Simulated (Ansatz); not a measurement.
`O=C=N[SiH2]O` → `N[SiH]1OC1=O`  (isomerisation)

Computed with Ansatz on PBE0-D4/def2-TZVP structures; ΔE is electronic, products minus reactants. CBS: MP2 limit from def2 TZ/QZ plus the TZ coupled-cluster correction, frozen cores. Functionals use def2-TZVPP. B3LYP here is the variant with VWN-RPA as its local correlation; programs differ in this. HSE06 is defined as in plane-wave codes. Each species was taken in one conformer, which may not be the lowest.

`O=C=N[SiH2]O`:

Cartesian coordinates in Å:
```
O -1.429 1.966 2.095
C -0.933 1.137 1.446
N -0.456 0.257 0.794
Si 0.599 -0.576 -0.264
O 0.351 -0.150 -1.822
H 1.992 -0.198 0.043
H 0.340 -2.017 -0.044
H -0.464 -0.419 -2.249
```

`N[SiH]1OC1=O`:

Z-matrix (Å, degrees):
```
Si
O 1 1.697
C 1 1.814 2 46.7
N 1 1.678 2 119.8 3 -112.8
H 1 1.476 2 116.7 3 113.6
O 3 1.181 1 168.9 2 -173.4
H 4 1.006 1 124.2 2 46.1
H 4 1.006 1 122.4 2 -132.9
```

Is it downhill or uphill in electronic energy at CCSD(T)/CBS, and by how much? (An estimate is asked.)

The calculation gave: Uphill: ΔE = +158.7 kJ/mol.

What do these levels give: LDA (SPW92), BLYP-D4, HSE06-D4, CAM-B3LYP-D4, ωB97X-V, BLYP, PBE0, B3LYP, HF/def2-SVP, SCS-MP2/def2-TZVPP, SCS-MP2/def2-QZVPP, CCSD/CBS(def2)? (Estimate.)

The calculation gave: LDA (SPW92) 130.4, BLYP-D4 162.4, HSE06-D4 153.0, CAM-B3LYP-D4 166.8, ωB97X-V 155.8, BLYP 164.3, PBE0 153.9, B3LYP 170.7, HF/def2-SVP 225.6, SCS-MP2/def2-TZVPP 173.1, SCS-MP2/def2-QZVPP 170.9, CCSD/CBS(def2) 164.2 kJ/mol.

Largest T1 diagnostic among the species: 0.017.

From r2SCAN to r2SCAN0 (25 % exact exchange), in def2-TZVPP and without D4, ΔE moves by +6.2 kJ/mol. At CCSD(T), def2-SVP lies +21.1 kJ/mol from the extrapolated value and def2-TZVPP +3.7 kJ/mol. Leaving LDA and LC-ωPBE aside and taking each functional with its dispersion term where it has one, the values, not all of them listed here, spread over 39.1 kJ/mol, from PBE-D4 to BHLYP-D4. LDA lies −13.0 kJ/mol from PBE without D4.
